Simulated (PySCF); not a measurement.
Species: C5H7FO2.
Geometry (PBE0-D3(BJ)/def2-SVP, Å), atoms numbered from 1 in this order:
```xyz
15
C5H7FO2 angstrom
C      1.944   -0.187   -1.054
O      0.741   -0.796   -0.680
C      0.126   -0.221    0.446
C     -1.121   -1.030    0.811
O     -2.270   -0.295    0.383
C     -1.850    0.959    0.105
C     -0.523    1.105    0.183
F      0.171    2.218   -0.042
H      1.800    0.846   -1.417
H      2.380   -0.787   -1.865
H      2.665   -0.157   -0.213
H      0.854   -0.178    1.281
H     -1.104   -2.005    0.307
H     -1.197   -1.176    1.901
H     -2.618    1.689   -0.147
```

All values: B3LYP/def2-SVPD (PySCF, non-relativistic), on one gas-phase PBE0-D3(BJ)/def2-SVP geometry that isn't relaxed in the solvent. The solvent is an IEF-PCM continuum (Bondi radii, 1.10 Å for H, scaled by 1.2), and excitations are vertical TDDFT with non-equilibrium linear response and a frozen core. Specific hydrogen bonds and non-electrostatic terms are outside this model.

Gas-phase singlets (H = HOMO, L = LUMO):

| state | E (eV) | λ (nm) | f | leading configurations |
| --- | --- | --- | --- | --- |
| S1 | 5.739 | 216 | 0.079 | H→L 69%, H→L+1 27% |
| S2 | 6.064 | 204 | 0.042 | H→L+2 39%, H→L+1 38% |
| S3 | 6.179 | 201 | 0.037 | H→L+2 50%, H→L+1 29% |
| S4 | 6.457 | 192 | 0.004 | H-1→L 97% |
| S5 | 6.691 | 185 | 0.013 | H→L+3 78%, H→L+4 9% |

Problem. How does the list change in chloroform (ε = 4.711)?

Solution. 
```csv
state,E (eV),λ (nm),f,leading configurations,change by rank (eV)
S1,5.811,213,0.124,"H→L 72%, H→L+1 24%",+0.072
S2,6.079,204,0.049,"H→L+1 52%, H→L+2 30%",+0.015
S3,6.169,201,0.043,"H→L+2 64%, H→L+1 19%",-0.010
S4,6.478,191,0.006,H-1→L 98%,+0.021
S5,6.817,182,0.011,H→L+3 85%,+0.126
```

Problem. Give the list for acetone (ε = 20.49), n² = 1.85.

Solution. 
| state | E (eV) | λ (nm) | f | leading configurations | change by rank (eV) |
| --- | --- | --- | --- | --- | --- |
| S1 | 5.850 | 212 | 0.118 | H→L 69%, H→L+1 26% | +0.111 |
| S2 | 6.088 | 204 | 0.039 | H→L+1 49%, H→L+2 35% | +0.024 |
| S3 | 6.182 | 201 | 0.054 | H→L+2 60%, H→L+1 20% | +0.003 |
| S4 | 6.491 | 191 | 0.006 | H-1→L 98% | +0.034 |
| S5 | 6.858 | 181 | 0.008 | H→L+3 90% | +0.167 |

Problem. The ground-state energy changes by -0.204 eV from gas to acetone. By how much does the total energy of gas-phase S1 change?

Solution. E(S1) = E(S0) + excitation energy, so it changes by -0.204 + 0.111 = -0.093 eV: it is lowered less than the ground state, which is what a blue shift means. This is the vertical state, with the slow part of the continuum still set for S0.

Problem. How do the frontier levels move from gas to acetone?

Solution. 
| orbital | gas (eV) | solvent (eV) | change (eV) |
| --- | --- | --- | --- |
| LUMO+2 | 0.77 | 0.86 | +0.09 |
| LUMO+1 | 0.51 | 0.62 | +0.11 |
| LUMO | -0.03 | 0.08 | +0.11 |
| HOMO | -6.31 | -6.30 | +0.01 |
| HOMO-1 | -7.55 | -7.49 | +0.06 |
| HOMO-2 | -9.02 | -8.97 | +0.05 |
| HOMO-3 | -9.83 | -9.74 | +0.09 |

The HOMO–LUMO gap goes from 6.27 to 6.37 eV. Rows go by rank; for LUMO+1 and LUMO+2 the atom shares or the degeneracy differ between the runs, so the row needn't follow one orbital.
